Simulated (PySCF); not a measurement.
A species of formula C5H3NO has this rotational fingerprint, computed with B3LYP/def2-SVPD in PySCF (dipole) on a GFN2-xTB geometry, gas phase:

| Item | Value |
| --- | --- |
| Rotational constants | A = 9482, B = 1968, C = 1630 MHz |
| Dipole components | \|μa\| = 3.99 D, \|μb\| = 0.36 D, \|μc\| = 0.00 D |
| Inertial defect | 0.00 u·Å² |
| κ | -0.91 |

**Question.** Which candidate fits, each taken in the one conformer that was computed?
A. `N#Cc1ccoc1`
B. `N#CC1=CC=CO1`

**Answer.** A. It is N#Cc1ccoc1, a near-prolate asymmetric top, point group Cs. The candidates at the same level (rigid rotor, commonest isotopes):

```
    SMILES  A (MHz)  B (MHz)  C (MHz)  μa (D)  μb (D)  μc (D)  Δ (u·Å²)  point group                        rotor
N#Cc1ccoc1     9482     1968     1630    3.99    0.36    0.00      0.00           Cs  near-prolate asymmetric top
N#Cc1ccco1     9303     2058     1685    4.76    0.85    0.00      0.00           Cs  near-prolate asymmetric top
```

`N#Cc1ccco1` has B 5 % too high. In the right answer the mirror of this Cs structure is the ab plane, so μc vanishes by symmetry. No structure here is proved a minimum.
